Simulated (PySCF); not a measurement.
Compound: 3-ethylpentane, C7H16.
SMILES with atom numbers: `[CH3:1][CH2:2][CH:3]([CH2:4][CH3:5])[CH2:6][CH3:7]` (hydrogens: H8, H9, H10 on C1; H11, H12 on C2; H13 on C3; H14, H15 on C4; H16, H17, H18 on C5; H19, H20 on C6; H21, H22, H23 on C7)

The same species was optimised twice, with GFN2-xTB and with PBE0-D3(BJ)/def2-SVP (PySCF), and the same property calculations (PySCF, gas phase) were run on both structures.

```json
{"coordinate": "C6–C7 (Å)", "GFN2-xTB": "1.525", "PBE0-D3(BJ)/def2-SVP": "1.521", "change": "-0.004"}
{"coordinate": "C4–C5 (Å)", "GFN2-xTB": "1.525", "PBE0-D3(BJ)/def2-SVP": "1.522", "change": "-0.003"}
{"coordinate": "C1–C2 (Å)", "GFN2-xTB": "1.525", "PBE0-D3(BJ)/def2-SVP": "1.522", "change": "-0.003"}
{"coordinate": "C3–C4 (Å)", "GFN2-xTB": "1.536", "PBE0-D3(BJ)/def2-SVP": "1.534", "change": "-0.002"}
{"coordinate": "C2–C3 (Å)", "GFN2-xTB": "1.537", "PBE0-D3(BJ)/def2-SVP": "1.535", "change": "-0.002"}
{"coordinate": "C3–C6 (Å)", "GFN2-xTB": "1.533", "PBE0-D3(BJ)/def2-SVP": "1.533", "change": "0.000"}
{"coordinate": "C3–C4–C5 (°)", "GFN2-xTB": "113.2", "PBE0-D3(BJ)/def2-SVP": "114.5", "change": "+1.3"}
{"coordinate": "C3–C6–C7 (°)", "GFN2-xTB": "113.6", "PBE0-D3(BJ)/def2-SVP": "114.9", "change": "+1.3"}
{"coordinate": "C2–C3–C4 (°)", "GFN2-xTB": "111.0", "PBE0-D3(BJ)/def2-SVP": "111.7", "change": "+0.7"}
{"coordinate": "C4–C3–C6 (°)", "GFN2-xTB": "110.7", "PBE0-D3(BJ)/def2-SVP": "111.4", "change": "+0.7"}
{"coordinate": "C1–C2–C3 (°)", "GFN2-xTB": "115.0", "PBE0-D3(BJ)/def2-SVP": "115.5", "change": "+0.5"}
{"coordinate": "C2–C3–C6 (°)", "GFN2-xTB": "113.0", "PBE0-D3(BJ)/def2-SVP": "113.1", "change": "+0.1"}
{"coordinate": "C1–C2–C3–C4 (°)", "GFN2-xTB": "64", "PBE0-D3(BJ)/def2-SVP": "65", "change": "+1"}
{"coordinate": "C2–C3–C4–C5 (°)", "GFN2-xTB": "158", "PBE0-D3(BJ)/def2-SVP": "162", "change": "+4"}
{"coordinate": "C2–C3–C6–C7 (°)", "GFN2-xTB": "-60", "PBE0-D3(BJ)/def2-SVP": "-58", "change": "+2"}
```

Rotational constants: A = 2713, B = 1941, C = 1307 MHz (GFN2-xTB) against A = 2703, B = 1923, C = 1296 MHz (PBE0-D3(BJ)/def2-SVP). Point groups within 0.08 Å: C1 and C1.

On the GFN2-xTB structure: HOMO (eV) -8.48 [PBE0/pcSseg-1]; LUMO (eV) 1.49 [PBE0/pcSseg-1]; dipole (D) 0.03 [PBE0/pcSseg-1]; GIAO shielding of C1/C5/C7 (mean) (ppm) 174.4 [PBE0/pcSseg-1]; GIAO shielding of C2/C4/C6 (mean) (ppm) 158.3 [PBE0/pcSseg-1]; GIAO shielding of C3 (ppm) 141.6 [PBE0/pcSseg-1].

Task: What do these properties become on the PBE0-D3(BJ)/def2-SVP structure?

Result: 
| property | level | on GFN2-xTB | on PBE0-D3(BJ)/def2-SVP | change |
| --- | --- | --- | --- | --- |
| HOMO (eV) | PBE0/pcSseg-1 | -8.48 | -8.51 | -0.03 |
| LUMO (eV) | PBE0/pcSseg-1 | 1.49 | 1.45 | -0.04 |
| dipole (D) | PBE0/pcSseg-1 | 0.03 | 0.03 | 0.00 |
| energy, GFN2-xTB geometry as zero (kcal/mol) | PBE0/pcSseg-1 | 0.0 | -0.8 | -0.8 |
| GIAO shielding of C1/C5/C7 (mean) (ppm) | PBE0/pcSseg-1 | 174.4 | 172.6 | -1.8 |
| GIAO shielding of C2/C4/C6 (mean) (ppm) | PBE0/pcSseg-1 | 158.3 | 157.4 | -0.9 |
| GIAO shielding of C3 (ppm) | PBE0/pcSseg-1 | 141.6 | 142.1 | +0.5 |

The heavy atoms differ by 0.027 Å rms after alignment. Among bonds between heavy atoms C1–C2, C4–C5 and C6–C7 change most and about equally (-0.004 to -0.003 Å). Changes are differences of the printed values. Neither structure is proved a minimum here.

Conformer computed: `[CH3:1][CH2:2][CH:3]([CH2:4][CH3:5])[CH2:6][CH3:7]`: C1–C2–C3–C4 65°, C2–C3–C4–C5 162°, C2–C3–C6–C7 -58°.
